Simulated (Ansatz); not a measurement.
Relaxation of C₂H₄GaNS (9 atoms, charge 0, multiplicity 1), to a largest force component of 0.02 eV/Å in at most 50 steps.

These are results of RKS PBE0/def2-SVP (Ansatz), not measurements.

```xyz
9
Properties=species:S:1:pos:R:3
S 0.015 1.648 -1.812
Ga 1.707 0.846 -0.029
C 0.028 -0.970 0.143
C -0.510 -0.507 1.252
N -1.248 -1.288 0.271
H -1.161 1.847 -0.994
H 1.119 0.164 -1.524
H 0.721 -1.828 0.436
H 0.530 -0.116 -0.312
```

Task: Where does it end, and by what steps?

Result: It converged. After 44 steps the energy has fallen by 8.291 eV; H7 moved furthest, 2.46 Å. Parted: S1–Ga2, Ga2–H7, Ga2–H9. Joined: S1–H7, Ga2–C4.

```json
{"step": "0", "energy less start (eV)": "0.0000", "largest force component (eV/Å)": "6.964", "accepted": "yes"}
{"step": "2", "energy less start (eV)": "-4.6058", "largest force component (eV/Å)": "2.242", "accepted": "yes"}
{"step": "4", "energy less start (eV)": "-6.2621", "largest force component (eV/Å)": "1.546", "accepted": "yes"}
{"step": "6", "energy less start (eV)": "-7.3436", "largest force component (eV/Å)": "0.941", "accepted": "yes"}
{"step": "8", "energy less start (eV)": "-7.8203", "largest force component (eV/Å)": "0.558", "accepted": "yes"}
{"step": "10", "energy less start (eV)": "-7.9149", "largest force component (eV/Å)": "1.284", "accepted": "yes"}
{"step": "12", "energy less start (eV)": "-7.8325", "largest force component (eV/Å)": "3.657", "accepted": "no"}
{"step": "14", "energy less start (eV)": "-7.9734", "largest force component (eV/Å)": "0.099", "accepted": "yes"}
{"step": "16", "energy less start (eV)": "-7.9803", "largest force component (eV/Å)": "0.094", "accepted": "yes"}
{"step": "18", "energy less start (eV)": "-7.9952", "largest force component (eV/Å)": "0.405", "accepted": "yes"}
{"step": "20", "energy less start (eV)": "-8.0078", "largest force component (eV/Å)": "0.383", "accepted": "yes"}
{"step": "22", "energy less start (eV)": "-8.0431", "largest force component (eV/Å)": "0.551", "accepted": "yes"}
{"step": "24", "energy less start (eV)": "-8.0627", "largest force component (eV/Å)": "0.616", "accepted": "yes"}
{"step": "26", "energy less start (eV)": "-8.0725", "largest force component (eV/Å)": "0.129", "accepted": "yes"}
{"step": "28", "energy less start (eV)": "-8.0785", "largest force component (eV/Å)": "0.231", "accepted": "yes"}
{"step": "30", "energy less start (eV)": "-8.0931", "largest force component (eV/Å)": "0.818", "accepted": "yes"}
{"step": "32", "energy less start (eV)": "-8.1404", "largest force component (eV/Å)": "1.062", "accepted": "yes"}
{"step": "34", "energy less start (eV)": "-8.2150", "largest force component (eV/Å)": "0.293", "accepted": "yes"}
{"step": "36", "energy less start (eV)": "-8.2611", "largest force component (eV/Å)": "0.449", "accepted": "yes"}
{"step": "38", "energy less start (eV)": "-8.2838", "largest force component (eV/Å)": "0.104", "accepted": "yes"}
{"step": "40", "energy less start (eV)": "-8.2883", "largest force component (eV/Å)": "0.157", "accepted": "yes"}
{"step": "42", "energy less start (eV)": "-8.2910", "largest force component (eV/Å)": "0.021", "accepted": "yes"}
{"step": "44", "energy less start (eV)": "-8.2911", "largest force component (eV/Å)": "0.015", "accepted": "yes"}
```

```xyz
9
Properties=species:S:1:pos:R:3
S -0.525 2.343 -1.078
Ga 1.660 1.508 0.581
C 0.182 -1.756 0.369
C 0.578 -0.326 0.332
N -0.381 -0.646 -0.433
H -0.851 1.000 -1.153
H 0.195 2.330 -2.220
H -0.428 -2.141 1.197
H 0.771 -2.515 -0.162
```

Time of the run: 2 min on 2 threads of Intel(R) Xeon(R) Platinum 8488C (Sapphire Rapids), on a shared host, peak memory 0.3 GiB.
